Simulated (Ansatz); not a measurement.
Total energies of C₄H₁₃BO, SMILES `C[OH+][B-](C)(C)C`.

Cartesian coordinates in Å:
```
C 2.143 -0.537 -0.221
O 0.830 -0.688 -0.759
B -0.539 0.077 0.060
C -0.085 1.602 0.266
C -0.690 -0.798 1.389
C -1.662 -0.154 -1.060
H 2.844 -1.138 -0.803
H 2.448 0.510 -0.214
H 2.103 -0.911 0.799
H 0.801 -0.359 -1.664
H 0.735 1.738 0.980
H -0.935 2.161 0.674
H 0.190 2.114 -0.665
H -0.831 -1.865 1.187
H 0.141 -0.693 2.096
H -1.583 -0.462 1.928
H -1.847 -1.212 -1.274
H -2.611 0.265 -0.709
H -1.451 0.351 -2.013
```

The species carries charge 0 and has multiplicity 1. All single points use the PBE0-D4/def2-TZVP geometry. It is one conformer, not always the lowest. Basis def2-TZVPP, Ansatz 0.2.0.

RPA on PBE orbitals: Hartree–Fock energy of these orbitals -258.62963 Eh, correlation -1.83012 Eh (frozen core).

```tsv
functional	energy without D4 (Eh)	D4 term (kJ/mol)
r2SCANh	-260.26649	-10.6
PBE-QIDH	-260.08430	–
```

(1) Give the same for LDA (SPW92), PBE, revPBE, BLYP, r2SCAN, B97M-V, PBE0, B3LYP, r2SCAN0, HSE06 (plane-wave form), BHLYP, CAM-B3LYP, LC-ωPBE, ωB97X-V, ωB97M-V, B2PLYP. (Best estimate.)

B3LYP takes the VWN-RPA correlation (the form of Gaussian; ORCA's B3LYP/G). HSE06 is the plane-wave form, built on full-range PBE exchange. The double hybrids freeze the cores in their second-order part.

## Answers

(1) Computed: 
| functional | energy without D4 (Eh) | D4 term (kJ/mol) |
| --- | --- | --- |
| LDA (SPW92) | -258.06362 | – |
| PBE | -260.06945 | -37.3 |
| revPBE | -260.34250 | -121.4 |
| BLYP | -260.29363 | -81.5 |
| r2SCAN | -260.27585 | -10.2 |
| B97M-V | -260.42986 | – |
| PBE0 | -260.11375 | -31.6 |
| B3LYP | -260.45316 | -58.7 |
| r2SCAN0 | -260.25361 | -11.6 |
| HSE06 (plane-wave form) | -260.09757 | -29.2 |
| BHLYP | -260.27685 | -40.7 |
| CAM-B3LYP | -260.29609 | -31.6 |
| LC-ωPBE | -260.28081 | – |
| ωB97X-V | -260.36086 | – |
| ωB97M-V | -260.29052 | – |
| B2PLYP | -260.19712 | – |

LC-ωPBE has ω = 0.4 bohr⁻¹.
